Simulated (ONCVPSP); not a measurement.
## Reading a pseudo-wave (Tm)

Columns: radius, all-electron u(r) and pseudo u(r) of the 5d shell (level -1.93 eV) of thulium in the configuration [Kr] 4d10 4f12 5s2 5p6 5d1 6s2; revPBE, scalar-relativistic, ONCV scheme, ONCVPSP 4.0.1.

```json
{"r (bohr)": "0.145", "all-electron": "0.1501", "pseudo": "0.0017"}
{"r (bohr)": "0.290", "all-electron": "-0.1159", "pseudo": "0.0130"}
{"r (bohr)": "0.435", "all-electron": "-0.2424", "pseudo": "0.0414"}
{"r (bohr)": "0.580", "all-electron": "-0.1529", "pseudo": "0.0902"}
{"r (bohr)": "0.725", "all-electron": "0.0169", "pseudo": "0.1587"}
{"r (bohr)": "0.870", "all-electron": "0.1863", "pseudo": "0.2417"}
{"r (bohr)": "1.015", "all-electron": "0.3267", "pseudo": "0.3311"}
{"r (bohr)": "1.160", "all-electron": "0.4328", "pseudo": "0.4179"}
{"r (bohr)": "1.305", "all-electron": "0.5075", "pseudo": "0.4937"}
{"r (bohr)": "1.450", "all-electron": "0.5565", "pseudo": "0.5528"}
{"r (bohr)": "1.595", "all-electron": "0.5854", "pseudo": "0.5925"}
{"r (bohr)": "1.740", "all-electron": "0.5992", "pseudo": "0.6134"}
{"r (bohr)": "1.885", "all-electron": "0.6021", "pseudo": "0.6183"}
{"r (bohr)": "2.030", "all-electron": "0.5972", "pseudo": "0.6114"}
{"r (bohr)": "2.175", "all-electron": "0.5871", "pseudo": "0.5969"}
{"r (bohr)": "2.320", "all-electron": "0.5734", "pseudo": "0.5788"}
{"r (bohr)": "2.465", "all-electron": "0.5576", "pseudo": "0.5597"}
{"r (bohr)": "2.610", "all-electron": "0.5405", "pseudo": "0.5410"}
{"r (bohr)": "2.755", "all-electron": "0.5228", "pseudo": "0.5228"}
{"r (bohr)": "2.900", "all-electron": "0.5048", "pseudo": "0.5047"}
{"r (bohr)": "3.045", "all-electron": "0.4866", "pseudo": "0.4866"}
{"r (bohr)": "3.190", "all-electron": "0.4685", "pseudo": "0.4685"}
{"r (bohr)": "3.335", "all-electron": "0.4504", "pseudo": "0.4504"}
{"r (bohr)": "3.480", "all-electron": "0.4324", "pseudo": "0.4324"}
{"r (bohr)": "3.625", "all-electron": "0.4146", "pseudo": "0.4146"}
{"r (bohr)": "3.770", "all-electron": "0.3970", "pseudo": "0.3970"}
```

Problem. How many radial nodes do the two functions have?

Solution. The all-electron 5d function has n − l − 1 = 2; the pseudo-wave has 0, since the states of the same l below it are removed with the core.

Problem. At about which radius was the pseudo-wave matched?

Solution. 2.90 bohr, where the columns begin to agree (steps of 0.14 bohr).

Problem. Where does each function peak?

Solution. Outermost all-electron maximum near 1.89 bohr, pseudo maximum near 1.89 bohr (to the table’s step).

Problem. Is the pseudo-wave norm-conserving?

Solution. Yes: the ONCV scheme keeps the norm inside the radius equal to the all-electron one, which fixes the energy derivative of the logarithmic derivative at the level.
